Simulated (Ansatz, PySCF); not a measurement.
This Ansatz (a program for electronic structure) input computes a r2SCAN/def2-TZVPD energy:

Ansatz 0.2 input:
```yaml
crystal:
  periodic: [false, false, false]
  atoms:
    - {symbol: C, position_ang: [-2.16335249, 0.35232448, -0.16745076]}
    - {symbol: C, position_ang: [-0.83891482, -0.25572937, 0.22672213]}
    - {symbol: O, position_ang: [0.20763316, 0.52697495, -0.40079127]}
    - {symbol: C, position_ang: [1.46238545, 0.13430999, -0.16368511]}
    - {symbol: O, position_ang: [1.79441211, -0.79772116, 0.51464339]}
    - {symbol: H, position_ang: [-2.29552188, 0.33182348, -1.24973480]}
    - {symbol: H, position_ang: [-2.97706993, -0.21379682, 0.28890079]}
    - {symbol: H, position_ang: [-2.23354794, 1.38701309, 0.16977300]}
    - {symbol: H, position_ang: [-0.68235599, -0.23859572, 1.30595256]}
    - {symbol: H, position_ang: [-0.74407761, -1.28948927, -0.10777591]}
    - {symbol: H, position_ang: [2.15550233, 0.80358432, -0.69145009]}
basis:
  gaussian:
    orbitals: def2-TZVPD
hamiltonian:
  xc: {name: r2SCAN}
output: {forces: true}
```

Write an input for the same energy in PySCF and say what it gives.


```python
from pyscf import gto, scf, dft

mol = gto.M(
    atom='''
    C    -2.16335249    0.35232448   -0.16745076
    C    -0.83891482   -0.25572937    0.22672213
    O     0.20763316    0.52697495   -0.40079127
    C     1.46238545    0.13430999   -0.16368511
    O     1.79441211   -0.79772116    0.51464339
    H    -2.29552188    0.33182348   -1.24973480
    H    -2.97706993   -0.21379682    0.28890079
    H    -2.23354794    1.38701309    0.16977300
    H    -0.68235599   -0.23859572    1.30595256
    H    -0.74407761   -1.28948927   -0.10777591
    H     2.15550233    0.80358432   -0.69145009
    ''',
    basis='def2-tzvpd',
    charge=0,
    spin=0,
    verbose=4,
)

mf = dft.RKS(mol, xc='r2scan').density_fit(auxbasis='def2-universal-jkfit')
mf.grids.level = 4
mf.conv_tol = 1e-9
mf.max_cycle = 100
mf.max_memory = 1500
mf.kernel()
if not mf.converged:
    mf = mf.newton()
    mf.kernel(mf.make_rdm1())
mf.analyze()
```
It gives -268.34709 Eh, and Ansatz -268.34698 Eh, a difference of 0.11 mEh, from the treatment of integrals and grids.
